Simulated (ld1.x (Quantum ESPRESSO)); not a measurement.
What the settings do to the TM potential of lead

Base potential:

lead, norm-conserving Troullier–Martins (Kleinman–Bylander form), made with ld1.x (Quantum ESPRESSO) 7.5 (PBE, scalar-relativistic). Core [Xe] 4f14 5d10, reference 6s1.5 6p2.5. Waves: 6s (bound): rc 1.90 bohr; 6p (bound): rc 2.90 bohr. Local part: all-electron potential smoothed inside 1.80 bohr (lloc = -1). Core correction: none.

All-electron outer shells of the reference configuration (PBE, scalar-relativistic, ld1.x):

```tsv
shell	level (eV)	outermost node (bohr)	outermost maximum (bohr)
5p	-86.76	0.49	0.88
5d	-22.04	0.52	1.07
6s	-12.61	1.01	1.95
6p	-3.87	1.18	2.63
```

Cutoffs, loose and tight: the cutoffs (Ry, on a coarse ladder) from which the occupation-weighted sum of valence levels, in a spherical-Bessel basis at the reference potential, stays within 10 and 1 mRy of its value at 400 Ry. They do not see the model core or the augmentation charge, which bear on the density cutoff. Test errors are all-electron minus pseudo excitation energies from the reference, over the configurations 6s2 6p2; 6s2 6p1; 6s2 6p0; 6s0 6p4; 6s1 6p0; 6s2 6p1.5; 6s1 6p3. A dash means not determined; rows that change the core or the reference have their own tests.

A true bound ghost makes a file unfit for plane-wave use even where its test errors are small: the radial tests pick states by their node count and pass the ghost by.

```tsv
change	outcome	cutoff, loose	cutoff, tight	bound ghosts	largest test error (meV)
base	generated	21 Ry	30 Ry	s, d	+169
local potential all-electron potential smoothed inside 1.58 bohr (lloc = -1)	generated	21 Ry	30 Ry	s, p, d	+177
local potential the p channel	generated	21 Ry	30 Ry	none	+191
all radii scaled by about 1.29 (s 2.46, p 3.74 bohr); local potential all-electron potential smoothed inside 2.32 bohr (lloc = -1)	generated	10 Ry	25 Ry	none	+104
core [Kr] 4d10 4f14, valence charge 22; reference 5s2 5p6 5d10 6s1.5 6p2.5; waves now 5s (bound): rc 1.35 bohr; 5p (bound): rc 1.50 bohr; 5d (bound): rc 1.15 bohr; local potential the d channel	generated, misses its reference levels by 1.54 eV	100 Ry	160 Ry	none	-1177
wave 6s (bound): rc 1.90 bohr becomes 6s (bound): rc 2.34 bohr	generated	18 Ry	30 Ry	s, d	+166
wave 6p (bound): rc 2.90 bohr becomes 6p (bound): rc 2.92 bohr	generated	21 Ry	30 Ry	s, d	+169
```

Question: What comes out with this change to the base: reference 6s2 6p2?

Answer: outcome: generated; cutoff, loose: 21 Ry; cutoff, tight: 35 Ry; bound ghosts: s, d; largest test error (meV): +172.

Question: What comes out with this change to the base: core correction a·sin(br)/r model core inside 1.08 bohr?

Answer: outcome: generated; cutoff, loose: 21 Ry; cutoff, tight: 30 Ry; bound ghosts: s, d; largest test error (meV): -498.

Question: What comes out with this change to the base: functional LDA (PZ)?

Answer: outcome: generated; cutoff, loose: 21 Ry; cutoff, tight: 30 Ry; bound ghosts: s, d; largest test error (meV): +252.
